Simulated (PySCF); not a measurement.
C3H5NOSSi.
Numbering: `[SiH3:1][O:2][c:3]1[cH:4][s:5][cH:6][n:7]1` (hydrogens: H8, H9, H10 on Si1; H11 on C4; H12 on C6)

Cartesian coordinates in Å at the PBE0-D3(BJ)/def2-SVP level; atoms count from 1:
```
atom  x, y, z in Å
Si1   -1.9964    0.6018   -0.2283
O2    -0.7508   -0.5513   -0.1422
C3     0.5202   -0.1793    0.0181
C4     1.5939   -1.0339    0.0860
S5     3.0281   -0.1129    0.2978
C6     2.0908    1.3296    0.2778
N7     0.8130    1.1466    0.1267
H8    -2.1003    1.3770    1.0382
H9    -3.2109   -0.2367   -0.4166
H10   -1.8113    1.5050   -1.3970
H11    1.5930   -2.1188    0.0224
H12    2.5604    2.3092    0.3861
```

Level: CAM-B3LYP/def2-SVPD in PySCF, non-relativistic, on one gas-phase PBE0-D3(BJ)/def2-SVP geometry that isn't relaxed in the solvent. The solvent is an IEF-PCM continuum (cavity from Bondi-type radii × 1.2). The model holds no explicit solvent molecules, cavitation or dispersion.

Gas phase at CAM-B3LYP/def2-SVPD: HOMO -7.98 eV, LUMO 0.08 eV, dipole 1.11 D.

Problem. What does the continuum do to the energy, the frontier levels and the dipole at CAM-B3LYP/def2-SVPD in cyclohexane and chloroform?

Solution. 
| solvent | ε | E(solvent) − E(gas) (kcal/mol) | polarisation term (kcal/mol) | distortion of the solute (kcal/mol) | HOMO (eV) | LUMO (eV) | dipole (D) |
| --- | --- | --- | --- | --- | --- | --- | --- |
| cyclohexane | 2.017 | -1.36 | -1.44 | 0.08 | -7.95 | 0.13 | 1.28 |
| chloroform | 4.711 | -2.55 | -2.82 | 0.27 | -7.94 | 0.15 | 1.44 |

The polarisation term is half the interaction of the solute with the surface charges that it induces; the rest is the cost of distorting the solute's density. The sum is the electrostatic part of solvation alone. From cyclohexane to chloroform the lowering changes by a factor 1.87, Onsager's factor (ε − 1)/(2ε + 1) by 1.76 and ε itself by 2.3.

Problem. Which radius a makes the point-dipole formula ΔE = −[(ε − 1)/(2ε + 1)]·μ²/a³ give the value in chloroform, with the gas-phase dipole?

Solution. μ = 0.435 au and |ΔE| = 0.00406 Eh give a = 1.35 Å; the farthest nucleus lies 3.48 Å from the centroid of the nuclei, so such a sphere wouldn't even hold the nuclei. The formula assumes a rigid point dipole at the centre of a sphere.

Problem. Give the dipole vector in the frame of the coordinates (D, pointing from negative to positive charge), gas and chloroform.

Solution. Gas (1.09, 0.13, 0.12), solvent (1.42, 0.12, 0.15). Its length changes by +30 % and its direction by 2°.

Problem. How does the static polarisability (CAM-B3LYP/def2-SVPD, frozen core, with the continuum's full static response) change?

Solution. 
```tsv
medium	isotropic (au)	principal values (au)	⟨r²⟩ of the electrons (bohr²)
gas	88.4	62.9, 86.0, 116.4	1218.1
cyclohexane	99.4	70.3, 98.0, 130.0	1217.5
chloroform	109.7	78.3, 109.7, 141.1	1217.0
```

The isotropic value in chloroform is 1.24 times the gas-phase one; no cavity-field correction is applied. ⟨r²⟩ is taken about the centre of nuclear charge.

Time: 32 s; peak memory 0.96 GiB. Hardware: one thread of an Arm Neoverse V2, no GPU, shared host with 96 logical CPUs at a one-minute load of 65. This is the whole response run at CAM-B3LYP/def2-SVPD in chloroform, SCF included.
